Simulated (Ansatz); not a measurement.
Ligand exchange: C2H9ClSi2 + C2Cl2F4 → C2H9FSi2 + C2Cl3F3

Species: C2H9ClSi2 `CC[SiH]([SiH3])Cl`, singlet; C2Cl2F4 (dichlorotetrafluoroethane) `FC(F)(Cl)C(F)(F)Cl`, singlet; C2H9FSi2 `CC[SiH](F)[SiH3]`, singlet; C2Cl3F3 (1,1,2-trichlorotrifluoroethane) `FC(F)(Cl)C(F)(Cl)Cl`, singlet. The partners trade Cl for F: Si–Cl and C–F bonds give way to Si–F and C–Cl.

Shapes, held fixed at every level: PBE0-D4/def2-TZVP. Flexible molecules stand in one conformer, not always the lowest. Programs: Ansatz 0.2.0. Electronic energies: no zero-point or thermal term.

```csv
level,kind,ΔE (kJ/mol),less CCSD(T)/CBS estimate
PBE-D4/def2-TZVPP,GGA,-0.8,+9.9
r2SCAN-D4/def2-TZVPP,meta-GGA,+0.4,+11.1
B3LYP-D4/def2-TZVPP,global hybrid,-5.0,+5.7
B2PLYP/def2-TZVPP,double hybrid,-7.1,+3.6
MP2/def2-TZVPP,perturbation theory,-11.3,-0.6
CCSD/def2-TZVPP,coupled cluster or CI,-4.0,+6.7
CCSD(T)/CBS estimate,coupled cluster or CI,-10.7,0.0
```

The highest level, CCSD(T)/CBS estimate, gives ΔE = -10.7 kJ/mol; the levels span -11.3 to +0.4. They disagree on the sign: 1 of 7 are positive. The column of differences is taken from that level and isn't an error. No measured value is set beside it here. The CBS estimate extrapolates MP2 from def2-TZVPP and def2-QZVPP and adds CCSD(T) − MP2 in the triple-zeta set, cores frozen.
